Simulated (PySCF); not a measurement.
## A ladder of Hamiltonians for S¹⁴⁺ (sulfur, charge +14)

Occupied: 1s1/2. Hartree-Fock calculated with PySCF 2.14 in an uncontracted even-tempered set (19 s from 0.83 bohr⁻², ratio 2.3; 12 p from 0.99 bohr⁻², ratio 2.3), Gaussian nucleus throughout. NR is non-relativistic, sf-X2C the spin-free one-electron X2C Hamiltonian, X2C adds the bare one-electron spin-orbit term, X2C-SNSO screens it by Boettger's factors, DC is four-component Dirac-Coulomb, and the Gaunt and Breit terms are added at first order (total energies over the DC spinors, levels after relaxing the spinors in that mean field). QED terms are absent. Levels marked empty are virtual spinors of this ion.

```json
{"level (eV)": "1s1/2", "NR": "-3215.5", "sf-X2C": "-3225.4", "X2C": "-3225.4", "X2C-SNSO": "-3225.4"}
{"level (eV)": "2s1/2 (empty)", "NR": "-704.26", "sf-X2C": "-706.98", "X2C": "-706.98", "X2C-SNSO": "-706.98"}
{"level (eV)": "2p1/2 (empty)", "NR": "-676.69", "sf-X2C": "-677.73", "X2C": "-679.21", "X2C-SNSO": "-679.11"}
{"level (eV)": "2p3/2 (empty)", "NR": "-676.69", "sf-X2C": "-677.73", "X2C": "-677.00", "X2C-SNSO": "-677.05"}
{"level (eV)": "3s1/2 (empty)", "NR": "-306.77", "sf-X2C": "-307.69", "X2C": "-307.69", "X2C-SNSO": "-307.69"}
```

Problem. Where do the four-component calculations put these levels?

Solution. 1s1/2: DC -3226.1, DC+Gaunt -3224.7, DC+Breit -3224.7; 2s1/2 (empty): DC -707.03, DC+Gaunt -706.90, DC+Breit -706.92; 2p1/2 (empty): DC -679.07, DC+Gaunt -678.81, DC+Breit -678.85; 2p3/2 (empty): DC -677.09, DC+Gaunt -676.95, DC+Breit -677.00; 3s1/2 (empty): DC -307.71, DC+Gaunt -307.67, DC+Breit -307.68 (eV).

```csv
Hamiltonian,E (hartree),E − E(DC) (hartree),CPU seconds
NR,-246.1107,0.8291,0.17
sf-X2C,-246.9141,0.0256,0.11
X2C,-246.9141,0.0256,0.11
X2C-SNSO,-246.9141,0.0256,0.09
DC,-246.9397,0.0000,1.9
DC+Gaunt,-246.8882,0.0516,3.1
DC+Breit,-246.8882,0.0516,30
```

Weight of the small component: 1s1/2 0.00329, 2s1/2 0.000699, 2p1/2 0.000686, 2p3/2 0.000684, 3s1/2 0.000303.

Koopmans' value for the highest occupied level at DC+Breit: 3224.7 eV, against an ionisation energy of 3223.8 eV (theoretical estimate listed by NIST; NIST Atomic Spectra Database, ionization energies); the former lacks relaxation, correlation, QED and recoil.

The whole ladder took 36 s of wall time on 1 thread of Intel(R) Xeon(R) 6975P-C (shared host), launched as `OMP_NUM_THREADS=1 python relrun2.py TASK.json OUT` (a driver that calls PySCF for each Hamiltonian).

Dirac-Coulomb iterations, started from the X2C spinors:

```
with_ssss True, with_gaunt False, with_breit False
light speed = 137.03599967994
init E= -246.873194169458
cycle= 1 E= -246.939734894262  delta_E= -0.0665  |g|= 0.036  |ddm|= 0.00384
cycle= 2 E= -246.939735386947  delta_E= -4.93e-07  |g|= 0.000154  |ddm|= 5.04e-05
cycle= 3 E= -246.939735386985  delta_E= -3.8e-11  |g|= 1.4e-06  |ddm|= 1.28e-06
```
